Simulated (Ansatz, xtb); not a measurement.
**Relaxing a trial structure of CH4BO2+**

The starting geometry of this gas-phase singlet was built from a drawn formula by distance geometry and a force field; its bonds are those of `B1OC[OH+]1`.

```xyz
8

C     1.6653   -0.0747   -0.7902
B     0.1223    1.1774   -0.7942
O     1.1443    0.5971    0.2215
O     0.8320    0.2949   -1.8003
H    -0.3241    2.2678   -0.9310
H     2.7208    0.2865   -0.9893
H     1.6312   -1.1810   -0.5564
H     0.1950   -0.4620   -1.9053
```

Problem. Predict what it relaxes into with r2SCAN-D4/def2-SVP.

Solution. It keeps its bonds, and is `B1OC[OH+]1`. Distances that change by over a tenth: C1–O4 (1.36 → 1.52 Å), B2–O3 (1.55 → 1.35 Å).

The energy falls by 1.88 eV over 11 steps:

```csv
step,E − E(last) (eV)
1,1.880
2,0.650
3,0.396
4,0.101
5,0.086
7,0.002
8,0.000
9,0.000
10,0.000
11,0.000
```

Final geometry (Å):

```tsv
atom	x (Å)	y (Å)	z (Å)
C	1.7429	-0.1266	-0.6767
B	0.2941	1.2560	-0.7175
O	1.2851	0.9164	0.1298
O	0.6978	0.2417	-1.7194
H	-0.5989	2.0318	-0.7676
H	2.7453	0.0274	-1.0994
H	1.5425	-1.1322	-0.2803
H	0.2781	-0.3084	-2.4142
```

From the same start GFN2-xTB reaches the same bonding as this run.

The end wasn't checked by frequencies. Run with Ansatz 0.2.0, 15 s on 2 threads of Arm Neoverse V1 (shared host).
